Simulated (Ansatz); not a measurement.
`FC([SiH3])CCl` + HBr → `ClCBr` + `FC[SiH3]`  (substitution at a C–C bond)

Gas-phase electronic energies from Ansatz, PBE0-D4/def2-TZVP geometries. CBS: MP2 limit from def2 TZ/QZ plus the TZ coupled-cluster correction, frozen cores. Functionals use def2-TZVPP. B3LYP here is the variant with VWN-RPA as its local correlation; programs differ in this. For Br outer-core shells are correlated without core-valence functions, which leaves a few kJ/mol of doubt a bond. Scalar relativity is left out up to krypton. Each species was taken in one conformer, which may not be the lowest.

`FC([SiH3])CCl`:

```xyz
11

F     1.271    1.218   -0.547
C     0.320    0.538    0.209
Si   -1.244    0.323   -0.866
C     0.883   -0.773    0.674
Cl    2.226   -0.570    1.831
H     0.085    1.166    1.076
H    -2.312   -0.290   -0.033
H    -0.934   -0.566   -2.015
H    -1.677    1.657   -1.346
H     0.111   -1.354    1.181
H     1.272   -1.349   -0.165
```

HBr:

```xyz
2

Br   -0.188   -0.128   -0.673
H     0.188    0.128    0.673
```

`ClCBr`:

Z-matrix (Å, degrees):
```
C
Cl 1 1.755
Br 1 1.930 2 113.3
H 1 1.085 2 108.8 3 -119.0
H 1 1.085 2 108.8 3 119.0
```

`FC[SiH3]`:

Z-matrix (Å, degrees):
```
C
Si 1 1.895
F 1 1.391 2 110.4
H 1 1.095 2 111.2 3 120.0
H 1 1.095 2 111.2 3 -120.0
H 2 1.484 1 110.0 3 60.5
H 2 1.484 1 110.0 3 -60.5
H 2 1.488 1 107.8 3 180.0
```

Task: Is it downhill or uphill in electronic energy at CCSD(T)/CBS, and by how much? (Estimate.)

Result: Ansatz gave: Uphill: ΔE = +40.3 kJ/mol.

Task: What do these levels give: PBE0-D4, B2PLYP, r2SCAN, PBE0, B3LYP, HF/def2-TZVPP, CCSD/def2-TZVPP, CCSD(T)/def2-TZVPP, HF/def2-QZVPP, SCS-MP2/def2-QZVPP, HF/CBS(def2), MP2/CBS(def2)? (Best estimate.)

Result: Ansatz gave: PBE0-D4 39.6, B2PLYP 34.9, r2SCAN 39.4, PBE0 36.5, B3LYP 31.5, HF/def2-TZVPP 37.4, CCSD/def2-TZVPP 41.5, CCSD(T)/def2-TZVPP 41.4, HF/def2-QZVPP 37.2, SCS-MP2/def2-QZVPP 35.9, HF/CBS(def2) 37.1, MP2/CBS(def2) 38.1 kJ/mol.

Largest T1 diagnostic among the species: 0.011.

From PBE to PBE0 (25 % exact exchange), in def2-TZVPP and without D4, ΔE moves by +4.2 kJ/mol. The D4 term adds +5.0 kJ/mol with B3LYP and +3.1 kJ/mol with PBE0; it sums over pairs of atoms, weighted by their polarisabilities, and B3LYP, whose exchange is more repulsive, gets the larger term.
